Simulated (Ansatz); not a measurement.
Program: Ansatz. Geometries: PBE0-D4/def2-TZVP. ΔE: electronic, gas phase. CCSD(T)/CBS is the MP2 limit (def2-TZVPP, def2-QZVPP) plus CCSD(T) − MP2 in def2-TZVPP, frozen cores. Functionals use def2-TZVPP. def2 core potentials past Kr. For As, Sn outer-core shells are correlated without core-valence functions, which leaves a few kJ/mol of doubt a bond. Scalar relativity is left out up to krypton. Each species was taken in one conformer, which may not be the lowest.

Consider the redistribution: `[F][SnH2][AsH2]` + `[SiH3]CS` → `[F][SnH2][SH]` + `[SiH3]C[AsH2]`.

| level | ΔE (eV) |
| --- | --- |
| BLYP-D4 | -0.32 |
| HF/def2-SVP | -0.42 |

(1) What does CCSD(T)/CBS give? (Estimate.)

Largest T1 diagnostic among the species: 0.013.

Results:

(1) Computed: -0.38 eV. The listed levels differ from it by 0.06, -0.04 eV.

Leaving LDA and LC-ωPBE aside and taking each functional with its dispersion term where it has one, the values, not all of them listed here, spread over 0.15 eV, from B97M-V to PBE-D4. From BLYP to BHLYP (50 % exact exchange), in def2-TZVPP and without D4, ΔE moves by −0.06 eV.
